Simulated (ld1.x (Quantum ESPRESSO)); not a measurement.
## Configuration tests for beryllium (Be) (TM)

```
Element                 : Be (Z = 4)
Generator               : ld1.x (Quantum ESPRESSO) 7.5
Type                    : norm-conserving Troullier–Martins (Kleinman–Bylander form)
Functional              : PBEsol
Relativity              : scalar-relativistic
Frozen core             : none
Valence charge          : 4
Reference configuration : 1s2 2s0 2p0 (charge +2)
Partial waves           : 1s (bound): rc 0.35 bohr; 2p (bound, empty): rc 3.35 bohr
Local potential         : the p channel
Core correction         : none
```

Energies are relative to the spin-unpolarised reference configuration 1s2 2s0 2p0; without spin polarisation the order of configurations can differ from experiment.

```csv
valence configuration,charge,ΔE all-electron (eV),error AE − PS (meV)
1s2 2s2 2p0,0,-27.184,+1981
1s2 2s1 2p0,+1,-17.726,+1329
1s2 2s1.5 2p0,+0.5,-23.462,+1746
1s2 2s0 2p2,0,-19.972,+233
1s1 2s2 2p0,+1,100.185,+2924
1s2 2s0 2p1,+1,-13.819,+190
```

(1) What are ΔE and the potential's error for 1s2 2s1 2p1?

A Bessel basis up to 400 Ry misses an occupied level by 0.03 Ry, so cutoffs and ghosts were not judged.

Results:

(1) ΔE = -23.590 eV all-electron; the error (AE − PS) is +1149 meV.
